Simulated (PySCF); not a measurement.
## Excitation energy of Cu²⁺ by level of theory

Cu²⁺ [Ar] 3d9 (2D) → Cu²⁺ [Ar] 3d8 4s1 (4F), as a difference of total energies. Computed with PySCF 2.14 in aug-cc-pVDZ-PP with ECP10MDF (5s5p4d2f, 54 functions), with scalar relativity through the core potential. Correlated levels: valence: 3s2 3p6 frozen. The calculations carry no spin-orbit coupling.

| method | excitation energy (cm⁻¹) |
| --- | --- |
| UHF | 47896 |
| MP2 (valence) | 63215 |
| SCS-MP2 (valence) | 62625 |
| CCSD (valence) | 59713 |
| CCSD(T) (valence) | 60172 |
